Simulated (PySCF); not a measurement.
**Computed structure and properties of [Ir4]−**

System: [Ir4]− (doublet); start: displaced along the imaginary mode (C1). Method: PySCF 2.14.0, UKS TPSS, Ir def2-SVP with ECP60; non-relativistic Hamiltonian with scalar-relativistic core potentials where named; density fitting; no spin-orbit coupling.

Input of the relaxation:

```python
mol = gto.M(atom='''
Ir     0.79447     0.95483     0.86877
Ir     0.70313    -0.94594    -0.79112
Ir    -0.77726     1.06399    -0.99190
Ir    -0.72034    -1.07288     0.91425''',
    basis={'Ir': 'def2-SVP'},
    ecp={'Ir': 'def2-SVP'},
    charge=-1, spin=1)
mf = dft.UKS(mol, xc='TPSS')
mf.grids.atom_grid = (50, 194)
mf = mf.density_fit()  # fitting sets: Ir def2-universal-JKFIT
mf.conv_tol = 1e-08; mf.max_cycle = 55
mf.kernel(dm0)  # dm0: converged density of the start geometry
# quasi-Newton relaxation in Cartesian coordinates to a largest gradient under 0.00045 Eh/bohr, steps kept in the point group
```

Run from Python with OMP_NUM_THREADS=4; the lines above give its settings. Where DIIS fails, smearing, a level shift and second-order steps follow.
It took 7.6 min on 4 threads of Arm Neoverse V2 (shared host), from the converged density of the start.

Course of the relaxation:

```tsv
step	energy above end (eV)	largest force component within the symmetry (eV/Å)
0	0.4465	3.324
1	0.1387	1.292
2	0.0240	0.364
3	0.1068	0.376
4	0.2606	0.346
5	0.0109	0.165
6	0.0094	0.128
7	0.0090	0.143
12	0.0015	0.055
13	0.0008	0.063
14	0.0004	0.064
15	0.0001	0.043
16	0.0000	0.024
17	0.0000	0.006
```
(The steps between are left out.)

Relaxed geometry (C2v, nearly D2d):

```xyz
4

Ir    0.7178    0.9515    0.9525
Ir    0.7041   -0.9552   -0.9591
Ir   -0.7133    1.0097   -1.0019
Ir   -0.7086   -1.0060    1.0084
```

```
contact      Å
Ir4–Ir2  2.423
Ir4–Ir1  2.423
Ir3–Ir1  2.423
Ir3–Ir2  2.423
Ir2–Ir1  2.700
Ir4–Ir3  2.847
```

On the finer grid (75, 302):

```
HOMO                                                          : 0.32 eV
LUMO                                                          : 0.63 eV
Dipole about the centre of mass                               : 0.11 D
Spin squared                                                  : 2.443
Set of Mulliken populations of Ir1 outside the core potential : s 3.07, p 6.33, d 7.84, f 0.02
D3(BJ) dispersion energy (not in the energies)                : -0.286 eV
```

```csv
atom,Mulliken (e),Löwdin (e),spin (e)
Ir1,-0.26,-0.26,-0.33
Ir2,-0.26,-0.26,-0.33
Ir3,-0.24,-0.24,0.83
Ir4,-0.24,-0.24,0.83
```

The state is spin-contaminated. The highest filled level lies above zero, as often for anions with such functionals and bases; it isn't the detachment energy.

No frequency check is given for this geometry.

One start shape was tried, so this needn't be the lowest isomer.

Open shells may have lower solutions than the one found.
